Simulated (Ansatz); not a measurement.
Relaxation of Cl2H3NSi (7 atoms, charge 0, multiplicity 1), to a largest force component of 0.02 eV/Å in at most 40 steps.

All numbers below come from RHF/def2-SVP in Ansatz 0.2.0.

```xyz
7
Properties=species:S:1:pos:R:3
Si 0.000 0.000 0.000
N 0.000 0.000 1.820
H -0.877 -0.271 2.350
H 0.877 0.271 2.350
Cl 2.009 0.000 -0.709
Cl -1.003 1.738 -0.709
H -0.688 -1.191 -0.486
```

Question: Where does it end, and by what steps?

Answer: The forces met the threshold. After 7 steps the energy has fallen by 0.555 eV; H4 moved furthest, 0.20 Å.

```json
{"step": "0", "energy less start (eV)": "0.0000", "largest force component (eV/Å)": "2.637", "accepted": "yes"}
{"step": "1", "energy less start (eV)": "-0.4582", "largest force component (eV/Å)": "1.198", "accepted": "yes"}
{"step": "2", "energy less start (eV)": "-0.5452", "largest force component (eV/Å)": "0.361", "accepted": "yes"}
{"step": "3", "energy less start (eV)": "-0.5521", "largest force component (eV/Å)": "0.079", "accepted": "yes"}
{"step": "4", "energy less start (eV)": "-0.5513", "largest force component (eV/Å)": "0.305", "accepted": "no"}
{"step": "5", "energy less start (eV)": "-0.5535", "largest force component (eV/Å)": "0.046", "accepted": "yes"}
{"step": "6", "energy less start (eV)": "-0.5546", "largest force component (eV/Å)": "0.030", "accepted": "yes"}
{"step": "7", "energy less start (eV)": "-0.5548", "largest force component (eV/Å)": "0.006", "accepted": "yes"}
```

```xyz
7
Properties=species:S:1:pos:R:3
Si -0.003 -0.013 0.064
N 0.057 -0.093 1.756
H -0.757 -0.305 2.299
H 0.745 0.409 2.283
Cl 1.936 -0.003 -0.630
Cl -0.917 1.698 -0.666
H -0.743 -1.146 -0.490
```

The run took 16 s on 1 thread of Intel(R) Xeon(R) Platinum 8259CL CPU @ 2.50GHz (Skylake/Cascade Lake), on a shared host, peak memory 0.17 GiB.
